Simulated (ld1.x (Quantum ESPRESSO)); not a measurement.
# Co (Z = 27): one change to a PAW potential, before and after

* Element: Co
* Generator: ld1.x (Quantum ESPRESSO) 7.5
* Type: PAW
* Functional: PBE
* Relativity: scalar-relativistic
* Frozen core: [Ne]
* Valence charge: 17
* Reference configuration: 3s2 3p6 3d7.5 4s1.5 4p0
* Partial waves: 3s (bound): rcut 1.05, rcutus 1.15 bohr; 4s (bound): rcut 1.05, rcutus 1.15 bohr; 3p (bound): rcut 1.15, rcutus 1.30 bohr; 4p (bound, empty): rcut 1.15, rcutus 1.30 bohr; 3d (bound): rcut 1.35, rcutus 1.80 bohr; 3d channel at 4.85 Ry: rcut 1.35, rcutus 1.80 bohr
* Local potential: all-electron potential smoothed inside 1.45 bohr (lloc = -1)
* Core correction: a·sin(br)/r model core, default radius (ld1.x builds one for every PAW set, though the input has nlcc=.false.)
* Augmentation charge: BESSEL, radius 1.05 bohr

Change: all radii but the core radius scaled by about 1.40 (s 1.60, p 1.82, d 2.52 bohr, rcut 1.46/1.60/1.88); local potential all-electron potential smoothed inside 2.02 bohr (lloc = -1); augmentation BESSEL, radius 1.46 bohr.

Cutoffs: the cutoffs (Ry, on a coarse ladder) from which the occupation-weighted sum of valence levels, in a spherical-Bessel basis at the reference potential, stays within 10 and 1 mRy of its value at 400 Ry; they do not see the model core or the augmentation charge, which bear on the density cutoff. Errors are all-electron minus pseudo energies relative to the spin-unpolarised reference configuration.

Q: What does the change do?

A: The potential gets softer (55 Ry and 90 Ry → 35 Ry and 55 Ry); the number of tests with a reliable result goes from 7 to 0 (the test run of the changed file stopped, so its transferability is not established); neither file shows a bound ghost. A larger radius leaves more room for a smooth pseudo-wave, so fewer plane waves are needed.

```tsv
quantity	base	changed
cutoff, loose	55 Ry	35 Ry
cutoff, tight	90 Ry	55 Ry
loose cutoff by channel (10 mRy a level)	s 35 Ry, p 40 Ry, d 30 Ry	s 35 Ry, p 21 Ry, d 12 Ry
bound ghosts	none	none
tests with a reliable result	7 of 7	0 of 7 (the test run stopped)
lowest overlap eigenvalue by channel	s 0.26, p 0.16, d 0.83	s 0.11, p 0.83, d 0.90
```
